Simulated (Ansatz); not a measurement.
C2H8ClGaO (`[CH3][Ga-]([CH3])([OH2+])[Cl]`) at its PBE0-D4/def2-TZVP geometry, where that method's forces vanish. Total charge 0; spin multiplicity 1.

```xyz
13

C     0.0389   -0.0853    2.0137
Ga    0.3110    0.2426    0.1022
C    -0.7940    1.2176   -1.1997
O     0.1814   -1.7697   -0.7337
Cl    2.4683    0.1943   -0.4776
H    -0.9969   -0.3588    2.2259
H     0.6929   -0.8883    2.3572
H     0.2775    0.8129    2.5879
H    -0.4144    1.0857   -2.2149
H    -1.8377    0.8950   -1.1635
H    -0.7738    2.2875   -0.9788
H    -0.2791   -1.7742   -1.5798
H     1.1258   -1.8593   -0.9388
```

(1) What forces (eV/Å) does PBE-D4/def2-TZVPP give on these atoms in the Gaussian-basis code of Ansatz? (Estimate.)

Results:

(1) The calculation gave: 
```
C1   0.006 -0.018 -0.005
Ga2 -0.082  0.114  0.049
C3   0.010 -0.012 -0.005
O4  -0.288 -0.157  0.473
Cl5  0.221 -0.015 -0.057
H6  -0.193 -0.049  0.033
H7   0.122 -0.148  0.065
H8   0.046  0.168  0.097
H9   0.072 -0.027 -0.187
H10 -0.192 -0.062  0.012
H11  0.006  0.201  0.046
H12 -0.183  0.006 -0.398
H13  0.457 -0.001 -0.124
```
